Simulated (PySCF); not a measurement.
SMILES C=[CH][InH][Cl] (PBE0/def2-SVP optimised geometry):

```
8

In    -1.300    -0.563     0.000
H     -2.583    -1.698    -0.001
Cl    -2.039     1.698     0.000
C      0.828    -0.563     0.000
C      1.486     0.603     0.005
H      1.394    -1.502    -0.004
H      2.583     0.650     0.005
H      0.958     1.564     0.010
```

Calculation: PBE0/def2-TZVP, def2 effective core potentials past Kr (PySCF).

### Question
What are the frontier orbital energies and the dipole moment?

### Answer
HOMO-2 -8.58 eV, HOMO-1 -8.23 eV, HOMO -8.01 eV, LUMO -1.91 eV, LUMO+1 -0.58 eV; dipole moment 3.32 D.

On the same geometry PBE/def2-TZVP, def2 effective core potentials past Kr in PySCF gives HOMO-2 -7.28 eV, HOMO-1 -7.02 eV, HOMO -6.73 eV, LUMO -2.67 eV, LUMO+1 -1.47 eV; dipole moment 3.18 D.
